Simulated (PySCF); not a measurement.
Vertical excitations of a molecule C5H5N from PySCF 2.14.0 with TDDFT-PBE/def2-SVPD, as energy in eV (oscillator strength): 3.81 (0.001), 4.72 (0.176), 5.19 (0.006), 5.35 (0.001), 5.44 (0.000), 5.53 (0.009), 5.66 (0.011), 5.87 (0.005), 5.96 (0.008), 6.07 (0.004). Lowest triplet (TDA): 3.16 eV. Geometry optimised at B3LYP-D3(BJ)/def2-SVP. Other conformers were not sampled.

Pick the molecule that these values belong to.
A) C#CC(N)=C=C
B) C=C=CCC#N
C) C=C1C=CC=N1
D) C#C[C@@H](C)C#N

A, C#CC(N)=C=C
